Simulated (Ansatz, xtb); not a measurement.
FPSbSi−: which of two structures lies lower

Structure a: a singlet given by its coordinates. Structure b: a triplet given by its coordinates. Both are isolated ions in the gas phase, relaxed with PBE0-D3(BJ)/def2-SVPD.

a (Å):

```yaml
atoms:
  - { symbol: F, position_ang: [-1.1970, -0.0388, 2.0428] }
  - { symbol: P, position_ang: [-1.0318, -0.3983, -1.4919] }
  - { symbol: Sb, position_ang: [0.2677, -0.1033, 0.6115] }
  - { symbol: Si, position_ang: [-0.6068, 1.6724, -1.0948] }
```

Close contacts (Å): F1–Sb3 2.05, P2–Sb3 2.49, P2–Si4 2.15, Sb3–Si4 2.61.

b (Å):

```
atom    x (Å)    y (Å)    z (Å)
   F  -0.8579  -0.9468   1.5947
   P   1.3930  -0.1634  -0.7299
  Sb  -0.7977   0.7923  -1.6984
  Si  -0.4612  -1.0883  -0.0517
```

Close contacts (Å): F1–Si4 1.70, P2–Sb3 2.58, P2–Si4 2.18, Sb3–Si4 2.52.

Q: Estimate which is lower in electronic energy at CCSD(T)/def2-SVPD, and by roughly how much.

A: The CCSD(T)/def2-SVPD calculation puts structure a lower, by 7.3 kcal/mol.

How the difference moves with the method:

```tsv
level	geometry	E(b) − E(a) (kcal/mol)	departure from the last row (kcal/mol)	job, with rough time for the two
PBE0-D3(BJ)/def2-SVPD	PBE0-D3(BJ)/def2-SVPD	+1.4	−6.0	optimisation, 5.5 min
HF/def2-SVPD	PBE0-D3(BJ)/def2-SVPD	−11.0	−18.3	part of the CCSD(T) run
MP2/def2-SVPD	PBE0-D3(BJ)/def2-SVPD	+8.6	+1.3	part of the CCSD(T) run
CCSD(T)/def2-SVPD	PBE0-D3(BJ)/def2-SVPD	+7.3		single point, 3.4 min
```

HF/def2-SVPD puts the two in the other order. The largest departure from CCSD(T)/def2-SVPD is that of HF/def2-SVPD, 18.3 kcal/mol. At CCSD(T)/def2-SVPD a singlet with the links of b lies below this triplet. Levels run at GFN2-xTB geometries aren't shown.

With harmonic frequencies from PBE0-D3(BJ)/def2-SVPD (ideal gas, rigid rotor, one conformer each, 298.15 K, 1 atm): on the last row, ΔE + ΔZPE = +7.7, ΔH = +7.6, ΔG = +7.0 kcal/mol.

Open shells are spin-unrestricted. The correlated steps freeze 15 core orbitals; the filled d shell of Sb is correlated, in a basis made for valence electrons. Atoms past krypton carry core potentials in the def2 sets and no spin–orbit term is included. ΔG holds the spin degeneracy. Run with Ansatz 0.2.0; the last row on 1 thread of AMD EPYC (Zen 3) on a shared host.
